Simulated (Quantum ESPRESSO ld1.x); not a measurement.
The numbers below are computed, except where a source is named.
Isoelectronic series with 3 electrons, each ion in its NIST ground configuration. Level of theory: scalar-relativistic Kohn-Sham, LDA (Slater exchange, Perdew-Zunger correlation), spin-polarised, spherical densities, point nucleus; open shells are filled with parallel spins first (ld1.x of Quantum ESPRESSO 7.5). Total energies (hartree) and orbital eigenvalues (hartree) (* marks an orbital that is empty in some or all of the ions):

| ion | configuration | E (hartree) | 2s down* | 2s up | 1s down | 1s up |
|---|---|---|---|---|---|---|
| Li | [He] 2s1 | -7.3434 | -0.06914 | -0.11633 | -1.86688 | -1.87436 |
| Be+ | [He] 2s1 | -14.1167 | -0.43077 | -0.52556 | -4.26213 | -4.27990 |
| B2+ | [He] 2s1 | -23.1414 | -1.04584 | -1.18948 | -7.66352 | -7.69210 |
| C3+ | [He] 2s1 | -34.4187 | -1.91107 | -2.10497 | -12.0673 | -12.1069 |
| N4+ | [He] 2s1 | -47.9505 | -3.02614 | -3.27145 | -17.4733 | -17.5242 |
| O5+ | [He] 2s1 | -63.7393 | -4.39127 | -4.68892 | -23.8822 | -23.9444 |
| F6+ | [He] 2s1 | -81.7882 | -6.00689 | -6.35760 | -31.2951 | -31.3687 |
| Ne7+ | [He] 2s1 | -102.1001 | -7.87352 | -8.27779 | -39.7131 | -39.7983 |
| Mg9+ | [He] 2s1 | -149.5279 | -12.3618 | -12.8743 | -59.5706 | -59.6790 |
| Al10+ | [He] 2s1 | -176.6518 | -14.9845 | -15.5517 | -71.0134 | -71.1335 |
| Si11+ | [He] 2s1 | -206.0553 | -17.8604 | -18.4824 | -83.4681 | -83.5999 |
| P12+ | [He] 2s1 | -237.7431 | -20.9901 | -21.6672 | -96.9368 | -97.0804 |
| S13+ | [He] 2s1 | -271.7209 | -24.3743 | -25.1068 | -111.422 | -111.577 |
| Cl14+ | [He] 2s1 | -307.9943 | -28.0139 | -28.8019 | -126.925 | -127.093 |
| Ar15+ | [He] 2s1 | -346.5695 | -31.9095 | -32.7532 | -143.450 | -143.629 |
| K16+ | [He] 2s1 | -387.4533 | -36.0620 | -36.9616 | -160.999 | -161.190 |
| Ca17+ | [He] 2s1 | -430.6525 | -40.4724 | -41.4281 | -179.574 | -179.778 |
| Sc18+ | [He] 2s1 | -476.1747 | -45.1415 | -46.1535 | -199.180 | -199.396 |
| Ti19+ | [He] 2s1 | -524.0278 | -50.0705 | -51.1390 | -219.820 | -220.048 |
| V20+ | [He] 2s1 | -574.2200 | -55.2605 | -56.3855 | -241.496 | -241.736 |
| Cr21+ | [He] 2s1 | -626.7600 | -60.7124 | -61.8942 | -264.213 | -264.466 |
